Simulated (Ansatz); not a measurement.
Geometry optimisation, RKS PBE-D4/def2-SVP in Ansatz.

Input:

```yaml
crystal:
  periodic: [false, false, false]
  atoms:
    - { symbol: Si, position_ang: [-0.373992, 1.478813, -0.89764] }
    - { symbol: "N", position_ang: [0.517788, -1.495199, -0.506883] }
    - { symbol: H, position_ang: [-0.945372, 2.854219, -0.996152] }
    - { symbol: H, position_ang: [0.963168, 1.465965, -0.221078] }
    - { symbol: O, position_ang: [-0.351784, 0.916816, -2.464706] }
    - { symbol: H, position_ang: [-0.692396, -0.102224, 1.987183] }
    - { symbol: F, position_ang: [-1.428256, 0.622826, 0.067726] }
    - { symbol: H, position_ang: [0.303708, -0.981924, 0.356591] }
    - { symbol: "N", position_ang: [-0.032867, -0.569171, 2.618572] }
    - { symbol: H, position_ang: [-0.308206, -1.447393, -1.113125] }
    - { symbol: H, position_ang: [1.318365, -1.055141, -0.969441] }
    - { symbol: H, position_ang: [0.171561, 0.114213, -2.626494] }
    - { symbol: H, position_ang: [0.908623, -0.230865, 2.380238] }
    - { symbol: H, position_ang: [-0.050241, -1.570734, 2.385508] }
basis:
  gaussian: { orbitals: def2-SVP }
hamiltonian:
  xc: pbe
  dispersion: d4
relax:
  f_tol: 0.03
  max_steps: 50
```

Command:

```bash
$ ansatz run input.yaml --threads 4 --pin off --max-ram 5120MiB --backend cpu --events-out ev --progress --plain --runs-dir out
```

Where does it end, and by what steps?

It converged. After 14 steps the energy has fallen by 0.182 eV; H12 moved furthest, 1.23 Å.

```tsv
step	energy less start (eV)	largest force component (eV/Å)	accepted
0	0.0000	0.332	yes
1	-0.0510	0.262	yes
2	-0.0528	0.473	yes
3	-0.0693	0.185	yes
4	-0.0732	0.164	yes
5	-0.0804	0.354	yes
6	-0.0911	0.610	yes
7	-0.1107	0.592	yes
8	-0.1377	0.567	yes
9	-0.1513	0.646	yes
10	-0.1763	0.172	yes
11	-0.1746	0.205	no
12	-0.1814	0.090	yes
13	-0.1818	0.059	yes
14	-0.1819	0.029	yes
```

```xyz
14
Properties=species:S:1:pos:R:3
Si -0.504 1.923 -0.708
N 0.650 -1.954 -0.710
H -1.089 3.065 -1.469
H 0.695 2.314 0.110
O -0.191 0.713 -1.792
H -0.707 -0.033 1.696
F -1.621 1.415 0.398
H 0.421 -1.363 0.099
N -0.005 -0.520 2.266
H -0.145 -2.053 -1.347
H 1.485 -1.628 -1.204
H 0.156 -0.135 -1.417
H 0.928 -0.211 1.974
H -0.074 -1.531 2.105
```

The run took 34 s on 4 threads of Arm Neoverse N1 (shared host), peak memory 0.18 GiB.
